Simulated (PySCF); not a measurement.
Can point charges reproduce the dipole moment of `BC[AsH2]`?

Coordinates (PBE0-D3(BJ)/def2-SVP, Å) and charges (e) from the PBE0/pcSseg-1 density (PySCF):

| atom | x | y | z | Mulliken | IAO | Hirshfeld | ESP-fitted |
| --- | --- | --- | --- | --- | --- | --- | --- |
| B1 | -0.724 | 0.466 | -0.207 | +0.0857 | -0.0432 | +0.0759 | +0.0832 |
| C2 | -0.096 | -0.915 | -0.451 | -0.4800 | -0.5358 | -0.1796 | -0.1880 |
| As3 | 1.736 | -0.388 | 0.174 | -0.1029 | +0.2838 | +0.1888 | -0.1015 |
| H4 | -0.698 | 1.311 | -1.073 | +0.0096 | +0.0053 | -0.0682 | -0.0815 |
| H5 | -1.203 | 0.735 | 0.872 | +0.0098 | +0.0052 | -0.0683 | -0.0809 |
| H6 | 0.043 | -1.253 | -1.487 | +0.1588 | +0.1601 | +0.0446 | +0.1073 |
| H7 | -0.391 | -1.748 | 0.201 | +0.1588 | +0.1600 | +0.0443 | +0.1089 |
| H8 | 1.839 | 0.911 | -0.621 | +0.0798 | -0.0180 | -0.0190 | +0.0765 |
| H9 | 1.297 | 0.349 | 1.437 | +0.0803 | -0.0175 | -0.0186 | +0.0759 |

Problem. Form Σ q r in debye for every column and set it beside the full dipole.

Solution. The full density gives (0.59, -0.67, -0.06) D, 0.89 D in size; dipole vectors point from the negative to the positive end.

| scheme | μx | μy | μz | size (D) | share of the full size (%) | angle to the full dipole (°) |
| --- | --- | --- | --- | --- | --- | --- |
| Mulliken | -0.09 | 0.78 | 0.20 | 0.81 | 91 | 144 |
| IAO | 2.18 | -0.63 | 0.38 | 2.30 | 258 | 35 |
| Hirshfeld | 1.66 | -0.82 | 0.19 | 1.86 | 209 | 24 |
| ESP-fitted | 0.66 | -0.70 | -0.04 | 0.96 | 107 | 2 |

Problem. Which set comes closest?

Solution. Length of the difference vector: ESP-fitted 0.08 D, Hirshfeld 1.11 D, Mulliken 1.62 D, IAO 1.65 D. Closest: ESP-fitted. 

Problem. What is left for the Hirshfeld atoms' own dipoles?

Solution. The Hirshfeld atoms' densities add up to the full density, so μ = Σ q r + Σ (atomic dipoles). The atomic dipoles sum to (0.59, -0.67, -0.06) − (1.66, -0.82, 0.19) = (-1.07, 0.15, -0.25) D, 1.11 D in size.

Problem. With the origin at the mean of the coordinates, (0.200, -0.059, -0.128) Å, which are the largest single terms, by size, of the ESP-fitted dipole along the direction of the full one?

Solution. H5 +0.62, H4 +0.61, As3 -0.60, H6 +0.45, H7 +0.45 D; all 9 atoms together +0.96 D. The single terms depend on the origin, their sum doesn't.

Problem. Give the size of the full dipole in other units.

Solution. 0.89 D = 0.351 au = 0.186 e·Å = 2.97 × 10⁻³⁰ C·m.

One conformer (not necessarily the lowest) at the PBE0-D3(BJ)/def2-SVP geometry, without solvent, vibrations or thermal averaging. The calculation is non-relativistic, for arsenic too.

Conformer computed: `[BH2:1][CH2:2][AsH2:3]`: H–As3–C2–B1 -48°, H–As3–C2–B1 45°.
